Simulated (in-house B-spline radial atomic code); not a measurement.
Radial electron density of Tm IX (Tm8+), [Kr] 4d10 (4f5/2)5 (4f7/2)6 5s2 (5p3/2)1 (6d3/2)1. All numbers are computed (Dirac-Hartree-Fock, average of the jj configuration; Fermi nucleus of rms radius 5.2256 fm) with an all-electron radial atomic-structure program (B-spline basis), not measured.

Columns: r (bohr), 4πr²n(r) (electrons per bohr), bar.

```
0.000706    3.273 #
0.000882      4.7 ##
  0.0011    6.686 ##
 0.00138    9.524 ###
 0.00172     13.3 #####
 0.00215    18.44 #######
 0.00269    25.21 #########
 0.00335    33.63 ############
 0.00419    44.09 ################
 0.00524    56.16 ####################
 0.00654    68.93 ########################
 0.00817    81.14 #############################
  0.0102     90.7 ################################
  0.0128    95.68 ##################################
  0.0159    94.91 ##################################
  0.0199    89.81 ################################
  0.0249    84.97 ##############################
  0.0311    86.66 ###############################
  0.0388    98.08 ###################################
  0.0485    114.7 #########################################
  0.0606      124 ############################################
  0.0757    116.7 #########################################
  0.0946    100.3 ####################################
   0.118    95.06 ##################################
   0.148    106.6 ######################################
   0.184    110.3 #######################################
    0.23    86.88 ###############################
   0.288     57.6 ####################
    0.36    53.59 ###################
   0.449    62.27 ######################
   0.561    55.64 ####################
   0.701    35.45 #############
   0.876     18.6 #######
    1.09    9.697 ###
    1.37    4.383 ##
    1.71     1.36 
    2.13   0.4042 
    2.67   0.5097 
    3.33   0.4446 
    4.16   0.1559 
     5.2  0.02004 
     6.5 0.0008064 
    8.12 8.024e-06 
    10.1 1.669e-08
```

On this grid the curve has 5 maxima, near 0.0128, 0.0606, 0.184, 0.449, 2.67 bohr.

The 5p3/2 radial function P(r) = rR(r), positive near the nucleus, with its small component Q(r) (sign convention: Q ≈ (P' + κP/r)/2c):

```json
{"r (bohr)": "0.0011", "P": "0.001083", "Q": "-0.0001388"}
{"r (bohr)": "0.00172", "P": "0.002518", "Q": "-0.0003233"}
{"r (bohr)": "0.00269", "P": "0.005785", "Q": "-0.0007444"}
{"r (bohr)": "0.00419", "P": "0.01294", "Q": "-0.001671"}
{"r (bohr)": "0.00654", "P": "0.0282", "Q": "-0.003663"}
{"r (bohr)": "0.0102", "P": "0.05852", "Q": "-0.007682"}
{"r (bohr)": "0.0159", "P": "0.1125", "Q": "-0.01507"}
{"r (bohr)": "0.0249", "P": "0.1916", "Q": "-0.02678"}
{"r (bohr)": "0.0388", "P": "0.2591", "Q": "-0.04"}
{"r (bohr)": "0.0606", "P": "0.2133", "Q": "-0.04481"}
{"r (bohr)": "0.0946", "P": "-0.053", "Q": "-0.02672"}
{"r (bohr)": "0.148", "P": "-0.3616", "Q": "0.01002"}
{"r (bohr)": "0.23", "P": "-0.1525", "Q": "0.02508"}
{"r (bohr)": "0.36", "P": "0.4899", "Q": "-0.0001743"}
{"r (bohr)": "0.561", "P": "0.2844", "Q": "-0.01611"}
{"r (bohr)": "0.876", "P": "-0.7576", "Q": "-0.001919"}
{"r (bohr)": "1.37", "P": "-0.9877", "Q": "0.007838"}
{"r (bohr)": "2.13", "P": "-0.3378", "Q": "0.003468"}
{"r (bohr)": "3.33", "P": "-0.0236", "Q": "0.000263"}
```
